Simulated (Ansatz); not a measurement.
A nudged elastic band was laid between two geometries of FGeH₄NO₂ (9 atoms, charge 0, multiplicity 1).

Theory: RKS revPBE-D4/def2-SVP (Ansatz 0.2.0).

* movable images: 5
* climbing image: yes
* spring: 5.0 eV/Å²
* optimiser: quadratic models (default)
* start path: IDPP
* force threshold: 0.05 eV/Å
* iteration limit: 60
* end points: relaxed

Initial state:

```xyz
9
Properties=species:S:1:pos:R:3
N -0.290 0.348 -1.457
Ge 0.147 0.095 0.297
O 1.003 -1.471 0.346
O -1.292 0.201 1.349
F 1.204 1.303 1.021
H -0.596 1.305 -1.664
H 0.482 0.107 -2.090
H 1.433 -1.588 1.215
H -2.003 -0.347 0.965
```

Final state:

```xyz
9
Properties=species:S:1:pos:R:3
N -0.083 0.300 -1.599
Ge 0.023 -0.035 0.179
O 0.783 -1.640 0.357
O -1.628 0.148 0.832
F 1.020 1.038 1.183
H -0.528 1.192 -1.835
H 0.805 0.204 -2.101
H 1.275 -1.674 1.199
H -1.579 0.420 1.768
```

Task: What changes between the two ends?

Result: No bond is made or broken. The dihedral F5–Ge2–O4–H9 goes from 172 to -26°.

Task: Give the energies along the band, and the barrier.

Result: The forces met the threshold. The highest image is number 2 of 0 to 6, 1.5 kJ/mol above the first end and 1.7 kJ/mol above the last; the last end lies 0.2 kJ/mol below the first. A vibrational analysis at the climbing image gives one clearly imaginary mode, 118i cm⁻¹: a first-order saddle point.

```csv
image,path coordinate (Å),energy (kJ/mol),dihedral F5–Ge2–O4–H9 (°)
0,0.00,0.0,172
1,0.40,0.7,-164
2,0.80,1.5,-135
3,1.18,0.9,-106
4,1.55,0.6,-76
5,1.93,0.3,-52
6,2.30,-0.2,-26
```

Task: What is the geometry of the highest image?

Result: 
```xyz
9
Properties=species:S:1:pos:R:3:forces:R:3
N -0.109 0.420 -1.538 0.00 0.00 0.00
Ge 0.108 0.068 0.236 0.01 0.01 0.00
O 0.680 -1.614 0.417 0.00 0.00 0.00
O -1.421 0.384 1.102 0.00 0.00 0.00
F 1.314 1.076 1.041 0.00 0.00 0.00
H -0.642 1.282 -1.700 0.00 0.00 0.00
H 0.776 0.476 -2.055 0.00 0.00 0.00
H 1.251 -1.673 1.207 0.00 0.00 0.00
H -1.869 -0.466 1.274 0.00 0.00 0.00
```

Task: What are the harmonic wavenumbers there?

Result: 118i, 174, 180, 220, 237, 244, 253, 312, 534, 649, 689, 714, 729, 878, 904, 918, 1500, 3446, 3548, 3714, 3719 cm⁻¹.

The band took 7 iterations and about 2.6 core-minutes.

Run time: 81 s on 2 threads of Arm Neoverse V1, on a shared host, peak memory 0.15 GiB.
